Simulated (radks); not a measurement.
Values are calculated unless marked as measured or tabulated.
The nitrogen anion N-, [He] 2s2 2p4, held by a Watson sphere: a shell of charge +0.84 at radius R that stands for the Madelung well of a crystal (potential energy -0.84/R inside, -0.84/r outside, in hartree with lengths in bohr). Level of theory: scalar-relativistic Kohn-Sham, LB94 model potential, spin-polarised, spherical densities, point nucleus; open shells are filled with parallel spins first (a radial shooting solver on a logarithmic mesh with Libxc functionals). Response by self-consistent Sternheimer equations with the Hartree and adiabatic LDA kernel, the relativistic mass of each level held fixed and spin-orbit coupling left out. The sphere does not respond.

[
 {"R (bohr)": "1.65", "e(2s down) (eV)": "-20.572", "e(2p up) (eV)": "-11.675", "e(2p down) (eV)": "-9.826", "<r> 2p (bohr)": "1.568", "sum of <r^2> (bohr^2)": "16.79", "X-ray form factor at sin(theta)/lambda = 0.3 1/angstrom": "3.362", "alpha (bohr^3)": "10.79"},
 {"R (bohr)": "3.42", "e(2s down) (eV)": "-17.059", "e(2p up) (eV)": "-8.459", "e(2p down) (eV)": "-6.760", "<r> 2p (bohr)": "1.769", "sum of <r^2> (bohr^2)": "20.32", "X-ray form factor at sin(theta)/lambda = 0.3 1/angstrom": "3.273", "alpha (bohr^3)": "20.90"},
 {"R (bohr)": "3.47", "e(2s down) (eV)": "-16.989", "e(2p up) (eV)": "-8.391", "e(2p down) (eV)": "-6.693", "<r> 2p (bohr)": "1.773", "sum of <r^2> (bohr^2)": "20.38", "X-ray form factor at sin(theta)/lambda = 0.3 1/angstrom": "3.273", "alpha (bohr^3)": "21.18"},
 {"R (bohr)": "3.75", "e(2s down) (eV)": "-16.622", "e(2p up) (eV)": "-8.031", "e(2p down) (eV)": "-6.336", "<r> 2p (bohr)": "1.790", "sum of <r^2> (bohr^2)": "20.67", "X-ray form factor at sin(theta)/lambda = 0.3 1/angstrom": "3.273", "alpha (bohr^3)": "22.70"},
 {"R (bohr)": "3.92", "e(2s down) (eV)": "-16.416", "e(2p up) (eV)": "-7.828", "e(2p down) (eV)": "-6.135", "<r> 2p (bohr)": "1.800", "sum of <r^2> (bohr^2)": "20.82", "X-ray form factor at sin(theta)/lambda = 0.3 1/angstrom": "3.273", "alpha (bohr^3)": "23.58"}
]
